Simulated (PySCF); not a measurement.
Input file for PySCF: R-B3LYP/LANL2DZ on H3NSe (SMILES N[SeH]), a point of a bond scan (R = 0.911 Å).

```python
from pyscf import gto, scf, dft, mp
from pyscf.data.elements import chemcore

mol = gto.M(
    atom='''
    Se   -0.04297444    0.31558987    0.23261758
    H    -1.26689466    0.77294197   -0.47788287
    N     0.36656617   -1.22733427   -0.72479358
    H     0.52974826   -1.03235672   -1.59927980
    H    -0.38581730   -1.90096526   -0.66111496
    ''',
    basis='lanl2dz',
    ecp={'Se': 'lanl2dz'},
    charge=0, spin=0, verbose=3, max_memory=1800)
mf = dft.RKS(mol, xc='b3lyp')
mf.conv_tol = 1e-8
mf.max_cycle = 100
mf.kernel()
if not mf.converged:
    mf = mf.newton().run(mf.mo_coeff, mf.mo_occ)
```

Question: Predict the final total energy.

Answer: -65.7242 hartree.
